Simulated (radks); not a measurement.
Neutral titanium, 22 electrons, occupied as [Ar] 3d2 4s2. Method: scalar-relativistic Kohn-Sham, PBE, spin-unpolarised, spherical densities, finite nucleus; Fermi nuclear charge, rms radius 3.5921 fm; computed with a radial shooting solver on a logarithmic mesh with Libxc functionals.

Radial electron density D(r) = 4 pi r^2 rho(r):

r (bohr),D(r) (e/bohr)
0.004606,1.661
0.006143,2.740
0.008128,4.364
0.01076,6.757
0.01434,10.19
0.01898,14.46
0.02511,19.24
0.03349,23.67
0.04432,26.02
0.05864,25.33
0.07821,22.10
0.1035,19.59
0.1369,21.12
0.1826,26.06
0.2416,27.82
0.3197,21.74
0.4264,11.95
0.5642,7.939
0.7465,9.660
0.9956,9.767
1.317,6.108
1.743,2.658
2.325,1.269
3.076,0.8918
4.07,0.5242
5.428,0.1800
7.182,0.03448
9.503,0.003035

D(r) has 3 maxima, at r = 0.0480, 0.227, 0.869 bohr, and minima at 0.109, 0.569 bohr, inside which lie 2.15, 10.44 electrons.
